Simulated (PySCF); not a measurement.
C4H5ClSi, SMILES C#C[SiH2]C(=C)Cl. Geometry optimised at PBE0-D3(BJ)/def2-SVP. The structure was generated by enumeration, and PubChem lists no compound with its InChIKey, so it may never have been made. The values are those of a single conformer.

Computed equilibrium geometry at PBE0-D3(BJ)/def2-SVP (PySCF confirms it by a frequency run) as Cartesian coordinates in Å, and its point group (one conformer of several):
point group Cs.
```xyz
11

C      0.3999     3.3561     0.0000
C     -0.1377     2.2643     0.0000
Si    -0.9228     0.6067     0.0000
C      0.4263    -0.7016     0.0000
C      1.7417    -0.4799     0.0000
Cl    -0.2102    -2.3291     0.0000
H      0.8691     4.3243     0.0000
H     -1.7692     0.4452     1.2154
H     -1.7692     0.4452    -1.2154
H      2.4693    -1.2965     0.0000
H      2.1118     0.5492     0.0000
```
